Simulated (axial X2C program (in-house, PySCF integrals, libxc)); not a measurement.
## Bond lengths and stretching modes, held linear, of OGaO²⁺

Calculated with an in-house all-electron X2C program for linear molecules (integrals from PySCF): two-component X2C with atomic mean-field Coulomb and Gaunt terms, Gaussian nuclei, basis O dyall-av3z, Ga dyall-v3z with contracted cores. Spin-free rows use the one-electron spin-free X2C Hamiltonian.

Masses O 15.995, Ga 68.926, O 15.995 u. States: 2c Ω = 5/2 (beyond evenly filled blocks: ω = -1/2, 2 × ω = 3/2); spin-free M_S = 3/2, Λ = 1 (beyond evenly filled blocks: 2 × π+α, π+β, 2 × π-α).

PBE, spin-free: energies above the lowest point

```json
{"r(O–Ga) (Å)": "1.7823", "r(Ga–O) (Å)": "1.7823", "E (meV)": "119.06"}
{"r(O–Ga) (Å)": "1.7823", "r(Ga–O) (Å)": "1.8280", "E (meV)": "68.94"}
{"r(O–Ga) (Å)": "1.7823", "r(Ga–O) (Å)": "1.8737", "E (meV)": "52.00"}
{"r(O–Ga) (Å)": "1.8280", "r(Ga–O) (Å)": "1.7823", "E (meV)": "68.94"}
{"r(O–Ga) (Å)": "1.8280", "r(Ga–O) (Å)": "1.8280", "E (meV)": "22.70"}
{"r(O–Ga) (Å)": "1.8280", "r(Ga–O) (Å)": "1.8737", "E (meV)": "9.54"}
{"r(O–Ga) (Å)": "1.8280", "r(Ga–O) (Å)": "1.9194", "E (meV)": "21.64"}
{"r(O–Ga) (Å)": "1.8737", "r(Ga–O) (Å)": "1.7823", "E (meV)": "52.00"}
{"r(O–Ga) (Å)": "1.8737", "r(Ga–O) (Å)": "1.8280", "E (meV)": "9.54"}
{"r(O–Ga) (Å)": "1.8737", "r(Ga–O) (Å)": "1.8737", "E (meV)": "0.00"}
{"r(O–Ga) (Å)": "1.9194", "r(Ga–O) (Å)": "1.8280", "E (meV)": "21.64"}
{"r(O–Ga) (Å)": "1.9194", "r(Ga–O) (Å)": "1.9194", "E (meV)": "34.57"}
```

Fit a quadratic surface with cubic terms in each bond: where is the minimum, and what are the two stretching wavenumbers?

At PBE, spin-free: bonds 1.867 and 1.867 Å; harmonic stretches 494.0 and 520.5 cm⁻¹; force constants 2.02, 2.02 and coupling 0.28 mdyn/Å.

The other levels and Hamiltonians give:

```json
{"Hamiltonian": "2c", "level": "PBE", "r(O–Ga) (Å)": "1.867", "r(Ga–O) (Å)": "1.867", "lower stretch (cm⁻¹)": "494.4", "upper stretch (cm⁻¹)": "520.3"}
```

Each state is one determinant, the lowest of a limited PBE0 search; the stretches come from a fit to these few points and carry an uncertainty of a few per cent. Other orders of the atoms were not compared. Left out for rough or failed fits: PBE0 2c, HF 2c, MP2 2c, PBE0 spin-free, HF spin-free, MP2 spin-free. A multiply charged ion may be only metastable. The molecule was held linear; bending was not examined, so a bent shape may lie lower. Note: functional without a current term on a determinant with orbital currents, of the molecule or an atom. Note: several unpaired electrons, one determinant need not be a pure state.
